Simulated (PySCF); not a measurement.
SiF2, SMILES F[Si]F (connectivity only; charge and spin as stated), neutral, multiplicity 1. Geometry optimised at TPSSh-D3(BJ)/def2-TZVP. The isomer is the one that the SMILES or the coordinates give; other isomers of the formula were not compared.

TDA-PBE/def2-TZVPD in PySCF 2.14.0 puts the lowest singlet excitations at 5.64, 7.03, 7.38, 7.47, 8.12, 8.30 eV.

Q: What are the lowest excitation roots from PySCF with ADC(2)/aug-cc-pVDZ? (An estimate is asked for; the answer gives what the named calculation found.)

A: 5.56, 7.65, 7.97, 8.40, 8.94, 8.96 eV. S1 differs by -0.08 eV (second minus first; roots are paired by order, and the bases may differ).
